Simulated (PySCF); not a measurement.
C2H5FO2Si2.
Structure used (GFN2-xTB), in Å, numbered top down from 1:
```xyz
12
C2H5FO2Si2 angstrom
O     -0.7249    1.1010    2.0191
C     -0.5750    0.7665    0.8688
Si    -1.5619   -0.5852   -0.0946
O     -0.1871   -1.3932   -0.5361
Si     1.2923   -0.7172   -0.3700
C      0.6819    1.0599    0.0864
F      0.3264    1.6173   -1.1398
H     -2.2750   -1.4776    0.8005
H     -2.2172   -0.0990   -1.2961
H      1.9835   -1.3531    0.7407
H      1.9083   -0.6871   -1.6835
H      1.3500    1.7669    0.5785
```

Probes without a nucleus sit at each ring's centroid and 1 Å off its mean plane on both sides; NICS is minus the shielding there, NICSzz its component along the normal. Level: GIAO PBE0/pcSseg-1 (PySCF, non-relativistic, gas phase) on the GFN2-xTB geometry, one conformer.

Ring bond lengths (Å), with Mayer bond orders in brackets: C2–Si3 1.931 (0.81), Si3–O4 1.655 (0.90), O4–Si5 1.635 (0.94), Si5–C6 1.934 (0.82), C6–C2 1.509 (0.92).

Task: What do the NICS probes read (ppm)?

Result: 
```
            ring                                                      type  NICS(0)  NICS(1), two faces  NICS(1)zz, two faces  rms pucker (Å)  centre to ring atoms, mean (Å)
C2–Si3–O4–Si5–C6  5-membered ring with O and 2 Si; formal bonds all single      1.8          1.3 / -2.2            4.6 / -3.3            0.21                            1.44
```

Task: What do they say, and how far can they be read as aromaticity?

Result: 
- C2–Si3–O4–Si5–C6: mean NICS(1)zz 0.7 ppm, near zero. Si3, Si5, C6 have four or more neighbours, and the NICS criterion for π rings isn't applied. The two faces differ by 7.9 ppm, so no symmetry operation interchanges them.

Task: At the first NICS(1) probe listed for ring C2–Si3–O4–Si5–C6, 1 Å off the ring, what do the in-plane components average?

Result: The isotropic value is a third of the trace: (3 × 1.3 − (4.6))/2 = -0.3 ppm.

Task: List the ring angles and the Hirshfeld charges of the ring atoms.

Result: 
- C2–Si3–O4–Si5–C6: C2 107.6° (+0.061 e), Si3 92.9° (+0.410 e), O4 121.5° (-0.317 e), Si5 96.8° (+0.416 e), C6 101.9° (-0.045 e); sum 520.8° against 540° for a flat convex ring.

Hardware: an Arm Neoverse V2 with one thread (shared host). Cost: 18 s wall, 0.68 GiB resident at most. This is the whole shielding run at PBE0/pcSseg-1, SCF included.
